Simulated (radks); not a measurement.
Species: the thallium anion Tl-. Configuration: [Hg] 6p2. Method: scalar-relativistic Kohn-Sham, r2SCAN, spin-polarised, spherical densities, finite nucleus; open shells are filled with parallel spins first (spin-orbit coupling, left out, can overturn this in heavy ions); meta-GGA in the generalised Kohn-Sham scheme; Fermi nuclear charge, rms radius 5.4759 fm; hard spherical wall at 12 bohr; computed with a radial shooting solver on a logarithmic mesh with Libxc functionals.

Unscreened Slater integrals over Kohn-Sham orbitals (cm^-1). They are taken over the spin-up orbitals. Empty in this configuration: 7s.

| integral | value |
|---|---|
| F0(6p,6p) | 44391 |
| F2(6p,6p) | 21907 |
| F0(6p,6s) | 54206 |
| G1(6p,6s) | 27102 |
| F0(6p,5d) | 58863 |
| F2(6p,5d) | 13379 |
| G1(6p,5d) | 5356.9 |
| G3(6p,5d) | 4097.6 |
| F0(6p,5p) | 59908 |
| F2(6p,5p) | 8832.2 |
| G0(6p,5p) | 1233.0 |
| G2(6p,5p) | 1626.4 |
| F0(6p,7s) | 32138 |
| G1(6p,7s) | 8931.4 |
| F0(6s,6s) | 76050 |
| F0(6s,5d) | 92553 |
| G2(6s,5d) | 19327 |
| F0(6s,5p) | 96688 |
| G1(6s,5p) | 6258.8 |
| F0(6s,7s) | 34818 |
| G0(6s,7s) | 2173.0 |
| F0(5d,5d) | 142860 |
| F2(5d,5d) | 73446 |
| F4(5d,5d) | 48568 |
| F0(5d,5p) | 163070 |
| F2(5d,5p) | 80716 |
| G1(5d,5p) | 97544 |
| G3(5d,5p) | 60420 |
| F0(5d,7s) | 36643 |
| G2(5d,7s) | 1832.4 |
| F0(5p,5p) | 195590 |
| F2(5p,5p) | 105450 |
| F0(5p,7s) | 37156 |
| G1(5p,7s) | 756.20 |
| F0(7s,7s) | 28104 |

Derived for the open shells (J is the average intra-shell exchange parameter used in DFT+U). 6p: J = F2/5 = 4381 cm^-1.
